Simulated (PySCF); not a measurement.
Nuclear quadrupole coupling in `C=C[C@H]1C=CSCC1`

Compound: C7H10S.
Cartesian coordinates in Å at the GFN2-xTB level; atoms count from 1:
```
atom  x, y, z in Å
C1     1.983   -1.068   -0.247
C2     1.610    0.137    0.140
C3     0.360    0.854   -0.306
C4    -0.331    0.164   -1.444
C5    -1.425   -0.580   -1.350
S6    -2.300   -0.966    0.112
C7    -1.158   -0.279    1.354
C8    -0.586    1.047    0.889
H9     2.886   -1.526    0.120
H10    1.403   -1.645   -0.949
H11    2.210    0.692    0.850
H12    0.667    1.850   -0.653
H13    0.118    0.301   -2.418
H14   -1.893   -1.024   -2.214
H15   -1.745   -0.167    2.265
H16   -0.365   -1.009    1.519
H17   -1.402    1.714    0.603
H18   -0.040    1.510    1.715
```

Field gradients from the PBE0/pcSseg-1 density (PySCF, non-relativistic), principal values in atomic units, ordered |Vxx| ≤ |Vyy| ≤ |Vzz|:

```
atom     Vxx     Vyy      Vzz
  S6  0.3140  2.2614  -2.5754
```

Find the asymmetry η = (Vxx − Vyy)/Vzz and the couplings χ = eQV/h (234.96 MHz × Q in barn × V in au), with Q(33S) = −0.0678 b.

```csv
atom,environment,nucleus,η,χzz (MHz),χxx (MHz),χyy (MHz)
S6,sulfide sulfur,33S,0.76,41.03,-5.00,-36.02
```

The tensor is traceless: Vxx + Vyy + Vzz = 0.

What is Vzz at S6 in SI units (1 au = 9.71736 × 10²¹ V/m²)?

-2.5754 au = -25.026 × 10²¹ V/m².

And the gradient at the other heavy atoms, for which no coupling is worked out here?

```csv
atom,environment,Vzz (au),η
C1,terminal =CH2 carbon,0.319,0.36
C2,alkene CH carbon,0.317,0.65
C3,allylic carbon,-0.042,0.30
C4,alkene CH carbon,0.189,0.58
C5,alkene CH carbon,-0.285,0.28
C7,sp3 carbon bound to sulfur,0.278,0.25
C8,ring CH2 carbon,-0.072,0.48
```

What couplings would deuterons (Q(2H) = 0.00286 b) have in place of the hydrogens, at this geometry?

```csv
atom,bonded to,bond length (Å),Vzz (au),η,χzz (kHz)
H9,C1,1.077,0.3379,0.04,227
H10,C1,1.078,0.3321,0.04,223
H11,C2,1.083,0.3228,0.06,217
H12,C3,1.099,0.2903,0.01,195
H13,C4,1.081,0.3283,0.08,221
H14,C5,1.078,0.3311,0.08,223
H15,C7,1.090,0.3070,0.05,206
H16,C7,1.091,0.2988,0.02,201
H17,C8,1.092,0.3003,0.02,202
H18,C8,1.093,0.3024,0.02,203
```

Geometry: GFN2-xTB, one conformer, isolated molecule. GFN2-xTB bond lengths can be off by several hundredths of an ångström, more for odd bonds, and the gradients follow them. With a basis this small, the couplings can be 20 % off.
